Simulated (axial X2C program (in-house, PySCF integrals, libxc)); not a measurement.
# LuTe: the levels of the configuration d0 s1 p(π)0

Computed with an axial X2C code built on PySCF integrals: two-component X2C with atomic mean-field Coulomb and Gaunt terms, basis Lu dyall-v3z, Te dyall-v3z (cores contracted in-house). Orbitals come from Hartree–Fock averaged over the configuration Lu d0 s1 p(π)0; CI then distributes these electrons over the d, s, p(π) shells of Lu.

R = 2.660 Å (near the minimum of the configuration average).

Active spinors (ω > 0):

```csv
shell,ω,ε (eV),character
d,1/2,0.79,"58% Lu d, 39% Lu p"
d,3/2,0.95,"58% Lu d, 38% Lu p"
d,1/2,1.03,"61% Lu d, 34% Lu p"
d,3/2,1.58,"94% Lu d, 5% Lu p"
d,5/2,1.71,99% Lu d
s,1/2,-3.88,"56% Lu s, 27% Lu p, 9% Lu d"
p(π),1/2,2.46,92% Lu p
p(π),3/2,2.59,"94% Lu p, 3% Lu f"
```

Lowest levels of this model:

```tsv
Ω	energy (cm⁻¹)	g∥	μ (D)	configuration
1/2	0	1.99	-8.15	100% s1
1/2	13510	0.57	-6.90	100% d1
3/2	15277	3.79	-7.21	100% d1
1/2	15615	1.43	-6.61	100% d1
3/2	16122	2.21	-9.64	100% d1
5/2	16897	6.00	-10.02	100% d1
```

g∥ is the magnitude of 2⟨Lz + ge Sz⟩ for the +Ω component. μ is positive if the Te end is positive.

Problem. From Ω and g∥ of the lowest level, whose 2⟨Lz + ge Sz⟩ is positive, find ⟨Sz⟩ and ⟨Lz⟩ (ge = 2.0023).

Solution. Ω = ⟨Lz⟩ + ⟨Sz⟩ = 1/2 and ⟨Lz⟩ + ge⟨Sz⟩ = 0.995, so ⟨Sz⟩ = 0.49 and ⟨Lz⟩ = 0.01.

Occupations of the active spinors in the lowest level by ω, shell by shell in order of energy: -5/2: 0.00; -3/2: 0.00 0.00 0.00; -1/2: 0.00 0.00 0.00 0.00; 1/2: 0.00 0.00 1.00 0.00; 3/2: 0.00 0.00 0.00; 5/2: 0.00. The leading determinant has weight 1.00 among 4.

This point took 4.2 s on 1 thread of Arm Neoverse V2, with other jobs on the host.

There is no dynamic correlation: spin–orbit spacings and, for f shells, spacings inside one term are the most reliable numbers, splittings between terms come out too wide, and energies between configurations are not reliable, so the lowest level need not be the ground state of the molecule. For d shells the ligand-field splittings (σ, π, δ) and their order can be off by a thousand cm⁻¹ or more. At most 6 roots were kept for each Ω > 0 (twice that for Ω = 0) within 3.2 eV of the lowest, so higher up levels can be missing between those listed; levels with Ω > 0 are doubly degenerate and listed once, Ω = 0 levels singly. Some active spinors are only partly of the character that their shell is named for, so the shell names and counts are nominal. States that fill the shells left empty in the average are placed too high. Along the bond the averaged SCF switches between close solutions, so this one may not be the lowest.
